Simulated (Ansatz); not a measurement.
Abridged output of a molecular run in Ansatz:

```
Functional definition: HF
1323 factors; integrals over basis functions are off by at most 1.3e-3 eV
mean field evaluation 1: about -63995.0449 eV, gradient 3.9e1 eV
mean field evaluation 2: about -63995.3714 eV, gradient 3.9e1 eV
mean field evaluation 4: about -63998.4357 eV, gradient 5.1e0 eV
mean field evaluation 8: about -63998.4882 eV, gradient 7.0e-1 eV
mean field -63998.48927620 eV, -2351.9011011662 hartree, gradient 3.2e-6 eV, S^2 0.000000; 0 other end points of the search recorded, 0 dependent functions left out
16 core orbitals not correlated: weight in the atoms' cores, before any rotation towards them, 1.000 or more for the frozen orbitals, at most 0.000 for the correlated occupied ones
reference -63998.48927620 eV, -2351.9011011662 hartree; 16, 16 occupied and 178, 178 virtual orbitals, 1323 factors
second order -29.99056037 eV of doubles, -0.00000000 eV of singles
cycle   1  -28.54453723 eV  change     1.4e0 eV  update   1.3e-1
cycle   2  -29.33298734 eV  change   -7.9e-1 eV  update   5.0e-2
cycle   3  -29.51738610 eV  change   -1.8e-1 eV  update   2.3e-2
cycle   4  -29.48609882 eV  change    3.1e-2 eV  update   8.1e-3
cycle   5  -29.47613207 eV  change    1.0e-2 eV  update   3.7e-3
cycle   6  -29.47977111 eV  change   -3.6e-3 eV  update   1.2e-3
cycle   7  -29.47953226 eV  change    2.4e-4 eV  update   5.4e-4
cycle   8  -29.47905462 eV  change    4.8e-4 eV  update   1.8e-4
cycle   9  -29.47928518 eV  change   -2.3e-4 eV  update   7.7e-5
cycle  10  -29.47930139 eV  change   -1.6e-5 eV  update   2.7e-5
perturbative correction -1.03986263 eV, -0.0382142466 hartree
Total energy: -64029.00844021 eV, -2353.0226597571 hartree
```

Its atoms:

Cartesian coordinates in Å:
```
C -0.5165 0.7696 0.6183
O -0.4784 -0.5765 0.2270
Zn 0.6727 -1.3112 -0.8883
Cl 1.9555 -2.3221 -2.1823
H -1.3494 0.9004 1.3171
H 0.3993 1.0876 1.1334
H -0.6832 1.4521 -0.2251
```

Problem. Which basis set was used?
A. def2-TZVPP
B. def2-QZVPP
C. def2-SVP
D. cc-pV(D+d)Z

Solution. A. It gives 210 functions.

Problem. Write the keys of the input that set method, charge and spin (a neutral closed shell needs none for the last two).

Solution. 
```yaml
correlation: {method: ccsd_t, frozen_orbitals: {C: 1, Cl: 5, H: 0, O: 1, Zn: 9}}
```
